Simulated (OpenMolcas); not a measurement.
**Au4+: moving or changing the point charges**

Au4+ among 6 point charges of -1 e arranged as a tetragonal octahedron (D4h), 1.89 Å from the ion, with the axial distance 1.663 Å.
```
   1.8900    0.0000    0.0000  -1.00
   0.0000    1.8900    0.0000  -1.00
  -1.8900    0.0000    0.0000  -1.00
   0.0000   -1.8900    0.0000  -1.00
   0.0000    0.0000    1.6632  -1.00
   0.0000    0.0000   -1.6632  -1.00
```

* Program: OpenMolcas
* Method: CASSCF
* Basis: ANO-RCC-VTZP [8s7p5d3f1g]
* Scalar Hamiltonian: DKH2, point nucleus
* Active space: 7 electrons in 5 orbitals (5d)
* State averaging: 2S+1 = 4 even, 10 roots; 2S+1 = 2 even, 40 roots
* Spin-orbit coupling: state interaction with AMFI integrals over the reference wave functions

Runs around this geometry, states (labels of D4, the rotations of D4h). Energies in cm-1 above the lowest state or level, χT in cm3 K/mol.

| R (Å) | q (e) | Axial / equatorial distance | Ground state | First state of that spin | First gap with spin-orbit (degeneracies) | χT at 300 K | First state of another spin |
| --- | --- | --- | --- | --- | --- | --- | --- |
| 1.89 | -1 | 0.81 | 4E | 4A2 1913 | 1245 (2, 2) | 3.973 | 2B1 8118 |
| 1.89 | -0.65 | 0.88 | 4E | 4A2 656.3 | 820.4 (2, 2) | 4.072 | 2B1 13390 |
| 1.8 | -1 | 0.88 | 4E | 4A2 1357 | 1149 (2, 2) | 3.694 | 2B1 8977 |
| 1.89 | -1 | 0.88 | 4E | 4A2 1154 | 1204 (2, 2) | 3.834 | 2B1 10835 |
| 2.1 | -1 | 0.88 | 4E | 4A2 820.6 | 863.9 (2, 2) | 4.150 | 2B1 13640 |

Taking the first state of the same spin as R^-n, n = -ln(820.6 / 1357) / ln(2.1 / 1.8) = 3.3 between the shortest and longest distance.

Scaling the charges by -0.65 / -1 = 0.65 scales the first state of the same spin by 656.3 / 1154 = 0.57; with fixed orbitals a first-order splitting would follow the charge.

An orbital doublet at a regular site is open to a Jahn-Teller distortion, which this geometry leaves out. Without dynamic correlation the repulsion within the d shell is too large (B by tens of per cent), so at a given field states of lower spin stand too high. This shell can be high or low spin here, a state of another spin lies low, and with metal d orbitals alone active their balance is uncertain, so the ground spin may be wrong. Point charges give a weaker field than real ligands, and real ions of this kind are as a rule low spin; the high spin found here belongs to the model. Point charges carry no covalency, so the field is a model and not that of real ligands. No measured value stands beside these numbers.
